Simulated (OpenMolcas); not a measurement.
Cu2+: moving the ligands

Cu2+ with 6 ligands (ammonia) in octahedral coordination (S6) at 2.15 Å. Ligand basis ANO-RCC-VDZP.
```
Cu    0.0000    0.0000    0.0000
N     2.1500    0.0000    0.0000
H     2.5321    0.9457    0.0000
H     2.5321   -0.4729    0.8190
H     2.5321   -0.4729   -0.8190
N     0.0000    2.1500    0.0000
H     0.0000    2.5321    0.9457
H     0.8190    2.5321   -0.4729
H    -0.8190    2.5321   -0.4729
N    -2.1500    0.0000    0.0000
H    -2.5321   -0.9457    0.0000
H    -2.5321    0.4729   -0.8190
H    -2.5321    0.4729    0.8190
N     0.0000   -2.1500    0.0000
H     0.0000   -2.5321   -0.9457
H    -0.8190   -2.5321    0.4729
H     0.8190   -2.5321    0.4729
N     0.0000    0.0000    2.1500
H     0.9457    0.0000    2.5321
H    -0.4729    0.8190    2.5321
H    -0.4729   -0.8190    2.5321
N     0.0000    0.0000   -2.1500
H    -0.9457    0.0000   -2.5321
H     0.4729   -0.8190   -2.5321
H     0.4729    0.8190   -2.5321
```

* Program: OpenMolcas 26.06
* Method: CASSCF
* Basis: ANO-RCC-VTZP [6s5p3d2f1g]
* Scalar Hamiltonian: DKH2, point nucleus
* Active space: 9 electrons in 5 orbitals (3d)
* State averaging: 2S+1 = 2 even, 5 roots
* Spin-orbit coupling: RASSI with atomic mean-field integrals over the reference wave functions

Runs around this geometry, states. Energies in cm-1 above the lowest state or level, χT in cm3 K/mol.

| R (Å) | Ground state | First state of that spin | First gap with spin-orbit (degeneracies) | χT at 300 K |
| --- | --- | --- | --- | --- |
| 2.06 | 2S+1 = 2 | 9653 | 3.9 (2, 2) | 0.520 |
| 2.15 | 2S+1 = 2 | 7422 | 2.6 (2, 2) | 0.566 |
| 2.3 | 2S+1 = 2 | 4864 | 1.1 (2, 2) | 0.667 |

An orbital doublet at a regular site is open to a Jahn-Teller distortion, which this geometry leaves out. Ligand-to-metal charge-transfer states are missing. With metal d orbitals alone and no dynamic correlation the field as a rule comes out too small, by tens of per cent, by up to half for chloride and softer ligands, and the orbital part of g and χT, which goes as 1/10Dq, too large. No measured value stands beside these numbers; the geometry was imposed, not optimised, and the real ion may take another.

A state without a sure symmetry label is named by its multiplicity alone.
